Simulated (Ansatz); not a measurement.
The same path of BrH + H5NSi (9 atoms, charge 0, multiplicity 1) was run twice with different band settings. Lost on the way: Si1–N2, Br8–H9. Made: Si1–Br8, N2–H9.

Theory: RKS PBE/def2-SVP (Ansatz).

Relaxed end points:

```xyz
9
Properties=species:S:1:pos:R:3
Si -0.147 0.269 0.063
N 0.120 -0.159 1.779
H -0.731 -0.356 2.323
H 0.695 0.503 2.316
H 1.210 0.419 -0.554
H -0.921 1.550 -0.116
H -0.915 -0.864 -0.545
Br 1.761 -2.886 1.835
H 0.976 -1.582 1.839
```

```xyz
9
Properties=species:S:1:pos:R:3
Si 0.476 -0.151 -0.319
N -0.238 -0.440 2.358
H -1.152 -0.094 2.684
H 0.471 0.014 2.950
H 0.852 0.012 -1.774
H 0.352 1.231 0.242
H -0.781 -0.964 -0.296
Br 2.267 -1.275 0.494
H -0.200 -1.439 2.601
```

Common settings: movable images 5; climbing image yes; spring 5.0 eV/Å²; optimiser quadratic models (default); start path through a guess of the saddle point; iteration limit 60; end points relaxed.

| run | force threshold |
| --- | --- |
| 1 | 0.05 eV/Å |
| 2 | 0.2 eV/Å |

**Question.** What does each run give, and how far can it be trusted?

**Answer.** Run 1: converged after 19 iterations, highest image 0.219 eV above the first end. A vibrational analysis at the climbing image gives one clearly imaginary mode, 149i cm⁻¹: a first-order saddle point.
Run 2: converged after 10 iterations, highest image 0.214 eV above the first end. The threshold of 0.2 eV/Å is loose, so the images may lie well off the minimum-energy path. The order of the point at the top wasn't checked.
The orbitals stay closed-shell, which can raise the energy where a bond breaks towards radicals; this wasn't checked here.
